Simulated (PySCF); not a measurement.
Computed properties of InCl2, SMILES [Cl][In+][Cl], charge +1

InCl2, SMILES [Cl][In+][Cl], charge +1. The structure is a stationary point at r2SCAN-D4/def2-TZVP. The spin state was assumed, not searched. The isomer is the one that the SMILES or the coordinates give; other isomers of the formula were not compared. The def2 effective core potentials stand for the cores of In; spin–orbit coupling is left out. The values are those of a single conformer. All values are computed for the isolated molecule unless a solvent is named; none is compared with measurement here.

**Structure.** The optimised structure has D∞h symmetry. All 4 harmonic modes at r2SCAN-D4/def2-TZVP (PySCF) are real, so it is a minimum. With heavy atoms numbered as in [In+:1]([Cl:2])[Cl:3], the shortest bond between them is In1–Cl2 at 2.206 Å and the longest In1–Cl3 at 2.206 Å.

**Vibrations.** The strongest infrared lines (harmonic, unscaled, degenerate partners summed) lie at 500 cm⁻¹ (42 km/mol, Cl 62 %, In 38 %), 92 cm⁻¹ (12 km/mol, Cl 62 %, In 38 %). The softest mode is at 92 cm⁻¹ and the zero-point energy is 1.5 kcal/mol.

**Electronic structure.** M06-2X/def2-TZVPD (PySCF) places the frontier levels at -16.51 and -8.28 eV, a gap of 8.23 eV and a mean polarisability of 52.2 bohr³.

**Excitations.** TDA-PBE0/def2-SVPD (PySCF) has S1 at 4.44 eV (279 nm, f = 0.000, dark); the most intense of the 10 singlets computed lies at 4.91 eV (f = 0.04). Strengths of degenerate partners are summed. T1 (TDA) is at 3.97 eV, 0.47 eV under S1. No vertical singlet excitation falls in the visible range (under 3.1 eV).
